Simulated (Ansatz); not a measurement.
C2H6O2Si can be A, `C1OC[SiH2]O1`, or B, `O/C=C/[SiH2]O`.

Program: Ansatz. Geometries: PBE0-D4/def2-TZVP. ΔE: electronic, gas phase. CCSD(T)/CBS is the MP2 limit (def2-TZVPP, def2-QZVPP) plus CCSD(T) − MP2 in def2-TZVPP, frozen cores. DFT in def2-TZVPP. B3LYP here is the variant with VWN-RPA as its local correlation; programs differ in this. Each species was taken in one conformer, which may not be the lowest.

**Question.** Which isomer does CCSD(T)/CBS put lower? Give the gap. (Estimate.)

**Answer.** Computed: B, by 49.2 kJ/mol.

**Question.** Give E(B) − E(A) in kJ/mol with B3LYP-D4, HF/def2-TZVPP, B3LYP, r2SCAN-D4, ωB97M-V, PBE-D4, CCSD(T)/def2-TZVPP. (Estimate.)

**Answer.** The calculation gave: B3LYP-D4 -50.9, HF/def2-TZVPP -49.0, B3LYP -54.1, r2SCAN-D4 -46.3, ωB97M-V -43.0, PBE-D4 -44.7, CCSD(T)/def2-TZVPP -45.3. None reverses the order clearly.

Largest T1 diagnostic: 0.013.

The D4 term adds +3.2 kJ/mol with B3LYP and +1.4 kJ/mol with PBE0; it sums over pairs of atoms, weighted by their polarisabilities, and B3LYP, whose exchange is more repulsive, gets the larger term. From PBE to PBE0 (25 % exact exchange), in def2-TZVPP and without D4, E(B) − E(A) moves by +7.0 kJ/mol.
